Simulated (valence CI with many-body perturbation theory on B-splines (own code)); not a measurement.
## Level structure of Zr X

Computed by valence CI with perturbative core correlation (CI+MBPT): three valence electrons over a frozen Dirac-Fock core [Ar] 3d10, a basis of 11 s, 11 p, 10 d, 8 f, 5 g, 2 h functions for each j, with the one-electron correlation potential Σ1 (screened to all orders), the two-electron term Σ2, the three-electron term Σ3, Breit, model QED; selected single and double excitations, second order for the rest, scaled by the run's own slope (own B-spline code, finite nucleus).

No measured spectrum was set against this ion. As an estimate, levels hold to about 250 cm⁻¹ or 0.2 % of their energy and the worst to 1 %, as in measured heavy ions of charge 2 to 7; those with d or f electrons hold less well.

Levels 1 to 45 of 171, with energies above the lowest level, 4s2 4p 2P°_1/2. "Leading %" is the weight of the configuration and term that name the level; weights of strongly mixed levels are sums over their largest components and can fall short. In the jj column 3d3/2^4 stands for four electrons in 3d with j = 3/2.

```
No.  Configuration  Term    J  E (cm⁻¹)  Leading %   Second component             Leading jj      g
  1         4s2 4p   2P°  1/2         0         98                         4s^2 4p1/2 (98 %)  0.665
  2         4s2 4p   2P°  3/2     19885         98                         4s^2 4p3/2 (98 %)  1.334
  3         4s 4p2    4P  1/2    166770         96                         4s 4p1/2^2 (60 %)  2.645
  4         4s 4p2    4P  3/2    175870         99                     4s 4p1/2 4p3/2 (93 %)  1.728
  5         4s 4p2    4P  5/2    185310         94      6 % 4s 4p2 2D  4s 4p1/2 4p3/2 (57 %)  1.576
  6         4s 4p2    2D  3/2    220090         90      6 % 4s2 4d 2D  4s 4p1/2 4p3/2 (71 %)  0.815
  7         4s 4p2    2D  5/2    223960         87      6 % 4s 4p2 4P      4s 4p3/2^2 (55 %)  1.224
  8         4s 4p2    2S  1/2    253730         54     42 % 4s 4p2 2P      4s 4p1/2^2 (39 %)  1.444
  9         4s 4p2    2P  1/2    274160         56     42 % 4s 4p2 2S      4s 4p3/2^2 (66 %)  1.248
 10         4s 4p2    2P  3/2    279870         95                         4s 4p3/2^2 (67 %)  1.323
 11         4s2 4d    2D  3/2    356520         91      6 % 4s 4p2 2D      4s^2 4d3/2 (91 %)  0.800
 12         4s2 4d    2D  5/2    359340         92      6 % 4s 4p2 2D      4s^2 4d5/2 (92 %)  1.200
 13            4p3   4S°  3/2    419300         46       31 % 4p3 2D°   4p1/2^2 4p3/2 (78 %)  1.443
 14            4p3   4S°  3/2    427710         46       43 % 4p3 2D°   4p1/2 4p3/2^2 (89 %)  1.362
 15            4p3   2D°  5/2    429360         82  16 % 4s 4p 4d 2D°   4p1/2 4p3/2^2 (82 %)  1.200
 16            4p3   2P°  1/2    462250         88  10 % 4s 4p 4d 2P°   4p1/2 4p3/2^2 (88 %)  0.665
 17            4p3   2P°  3/2    470060         72   7 % 4s 4p 4d 2P°         4p3/2^3 (74 %)  1.327
 18       4s 4p 4d   4F°  3/2    491510         97                     4s 4p1/2 4d3/2 (85 %)  0.413
 19       4s 4p 4d   4F°  5/2    495700         96                     4s 4p1/2 4d3/2 (44 %)  1.035
 20       4s 4p 4d   4F°  7/2    502130         96                     4s 4p1/2 4d5/2 (49 %)  1.242
 21       4s 4p 4d   4F°  9/2    511710         99                     4s 4p3/2 4d5/2 (99 %)  1.334
 22       4s 4p 4d   4P°  5/2    520970         65  22 % 4s 4p 4d 4D°  4s 4p1/2 4d5/2 (87 %)  1.498
 23       4s 4p 4d   4D°  3/2    523930         52  42 % 4s 4p 4d 4P°  4s 4p1/2 4d3/2 (45 %)  1.413
 24       4s 4p 4d   4D°  1/2    525810         83  15 % 4s 4p 4d 4P°  4s 4p1/2 4d3/2 (67 %)  0.410
 25       4s 4p 4d   4P°  1/2    535780         84  15 % 4s 4p 4d 4D°  4s 4p3/2 4d3/2 (96 %)  2.264
 26       4s 4p 4d   4D°  3/2    536520         45  43 % 4s 4p 4d 4P°  4s 4p3/2 4d3/2 (89 %)  1.383
 27       4s 4p 4d   4D°  5/2    536630         69  15 % 4s 4p 4d 2D°  4s 4p3/2 4d3/2 (71 %)  1.345
 28       4s 4p 4d   4D°  7/2    536990         95                     4s 4p3/2 4d5/2 (64 %)  1.420
 29       4s 4p 4d   2D°  3/2    539450         73  13 % 4s 4p 4d 4P°  4s 4p3/2 4d5/2 (46 %)  0.932
 30       4s 4p 4d   2D°  5/2    540920         54  25 % 4s 4p 4d 4P°  4s 4p3/2 4d5/2 (70 %)  1.278
 31       4s 4p 4d   2F°  5/2    554060         86  11 % 4s 4p 4d 2D°  4s 4p1/2 4d5/2 (44 %)  0.902
 32       4s 4p 4d   2F°  7/2    568940         98                     4s 4p3/2 4d5/2 (66 %)  1.143
 33         4s2 5s    2S  1/2    577890         97                            4s^2 5s (97 %)  2.002
 34       4s 4p 4d   2F°  7/2    584880         76    20 % 4s2 4f 2F°  4s 4p3/2 4d5/2 (38 %)  1.147
 35       4s 4p 4d   2P°  3/2    586260         77  11 % 4s 4p 4d 2D°  4s 4p1/2 4d3/2 (35 %)  1.271
 36       4s 4p 4d   2F°  5/2    586710         76    22 % 4s2 4f 2F°  4s 4p3/2 4d3/2 (54 %)  0.861
 37       4s 4p 4d   2P°  1/2    596130         90        7 % 4p3 2P°  4s 4p3/2 4d5/2 (79 %)  0.663
 38       4s 4p 4d   2P°  1/2    610440         92                     4s 4p3/2 4d3/2 (71 %)  0.661
 39       4s 4p 4d   2D°  3/2    613240         52  43 % 4s 4p 4d 2P°  4s 4p3/2 4d5/2 (50 %)  1.037
 40       4s 4p 4d   2P°  3/2    614620         61  30 % 4s 4p 4d 2D°  4s 4p3/2 4d3/2 (38 %)  1.152
 41       4s 4p 4d   2D°  5/2    616320         88        7 % 4p3 2D°  4s 4p3/2 4d5/2 (63 %)  1.195
 42         4s2 5p   2P°  1/2    659300         96                         4s^2 5p1/2 (96 %)  0.666
 43         4s2 5p   2P°  3/2    666450         96                         4s^2 5p3/2 (96 %)  1.334
 44         4s2 4f   2F°  7/2    670480         77  20 % 4s 4p 4d 2F°      4s^2 4f7/2 (77 %)  1.143
 45         4s2 4f   2F°  5/2    671160         76  21 % 4s 4p 4d 2F°      4s^2 4f5/2 (76 %)  0.857
```

Names give the largest LS component (configuration and term), which can be under half, so a name can repeat, a term be missing and a line seem to break the LS rules; names also repeat where a configuration has a term twice.

Where two levels of one J and parity lie close, their mixing, g and order are uncertain.

The ionisation energy to 4s2 1S_0 of the next ion comes out as 172.58 eV (NIST: 172.02 ± 0.05 eV (semi-empirical), further off than twice its uncertainty). All 171 levels together are meant to be complete up to 1007600 cm⁻¹.
